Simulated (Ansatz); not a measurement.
Cost and result for the atomization energy of C₂H₇BSn, SMILES `B[C](=C)[SnH3]` (11 atoms, 10 bonds).

| atom | x (Å) | y (Å) | z (Å) |
| --- | --- | --- | --- |
| B1 | 1.6429 | 0.4030 | 0.4988 |
| C2 | 0.1270 | 0.1897 | 0.3454 |
| C3 | -0.6762 | 0.6273 | 1.3275 |
| Sn4 | -0.7157 | -0.7715 | -1.3686 |
| H5 | 2.0539 | 0.9486 | 1.4858 |
| H6 | 2.4269 | 0.0432 | -0.3334 |
| H7 | -0.2593 | 1.1191 | 2.2067 |
| H8 | -1.7607 | 0.5255 | 1.3150 |
| H9 | -2.4162 | -0.8226 | -1.1830 |
| H10 | -0.3177 | 0.0975 | -2.7838 |
| H11 | -0.1050 | -2.3600 | -1.5103 |

The species carries charge 0 and has multiplicity 1. Correlated methods include outer-core shells of Sn, which these sets cover unevenly. Sn: def2 effective core potential. The geometry is a stationary point of PBE0-D4/def2-TZVP. Program: Ansatz. All runs use 4 threads of an Arm Neoverse V1 on a shared host. Times are those of one run each, without the atoms' runs, and a repeat can differ threefold. Electronic energies, without spin–orbit coupling; frozen cores. CCSD(T)/CBS adds CCSD(T) − MP2 in def2-TZVPP to the MP2 limit, and its time is that of the two runs behind it. T1 = 0.013. With those shells the extrapolation isn't a true limit. B3LYP takes the VWN-RPA correlation (the form of Gaussian; ORCA's B3LYP/G).

CCSD(T)/CBS is a level of theory with its own doubt, some kJ/mol a heavy atom from the limit and from the frozen cores, so smaller differences don't rank the functionals.

```
                             level  functions  wall time
   PBE-D4/def2-TZVPP (with forces)        241      2.4 s
                PBE0-D4/def2-TZVPP        241      2.7 s
 B3LYP-D4/def2-TZVPP (with forces)        241      4.2 s
r2SCAN-D4/def2-TZVPP (with forces)        241      4.7 s
                 B2PLYP/def2-TZVPP        241      5.5 s
                ωB97X-V/def2-TZVPP        241      7.5 s
  ωB97M-V/def2-TZVPP (with forces)        241       11 s
                    MP2/def2-QZVPP        463       21 s
                CCSD(T)/def2-TZVPP        241    2.6 min
                 CCSD(T)/CBS(def2)          –      3 min
```

(1) What atomization energy does each give, and how far from CCSD(T)/CBS? (Best estimate.)

Answers

(1) Computed: 
```tsv
level	atomization (kJ/mol)	difference from CCSD(T)/CBS	per bond
PBE-D4/def2-TZVPP (with forces)	3728.6	35.5	3.5
PBE0-D4/def2-TZVPP	3692.1	-1.0	-0.1
B3LYP-D4/def2-TZVPP (with forces)	3697.2	4.1	0.4
r2SCAN-D4/def2-TZVPP (with forces)	3697.0	3.9	0.4
B2PLYP/def2-TZVPP	3652.1	-41.0	-4.1
ωB97X-V/def2-TZVPP	3703.9	10.8	1.1
ωB97M-V/def2-TZVPP (with forces)	3697.0	3.9	0.4
MP2/def2-QZVPP	3666.6	-26.5	-2.7
CCSD(T)/def2-TZVPP	3617.4	-75.7	-7.6
CCSD(T)/CBS(def2)	3693.1	0.0	0.0
```

In def2-TZVPP, CCSD(T) changes the Hartree–Fock value by +837.1 kJ/mol (the triples alone add +49.6 kJ/mol) and MP2 by +841.5 kJ/mol; breaking electron pairs costs correlation energy, which Hartree–Fock lacks. The D4 term adds +36.1 kJ/mol with B3LYP and +18.9 kJ/mol with PBE0; it sums over pairs of atoms, weighted by their polarisabilities, and B3LYP, whose exchange is more repulsive, gets the larger term. From PBE to PBE0 (25 % exact exchange), in def2-TZVPP and without D4, the atomization energy moves by −33.1 kJ/mol: exact exchange takes away binding that semilocal exchange gives to molecules.

Spin–orbit coupling would lower the free Sn atoms strongly, and the atomization energy with them, by more than many differences here. For some Ge, Se and Sn compounds the MP2-based and the directly extrapolated limit differ by 10 to 25 kJ/mol.
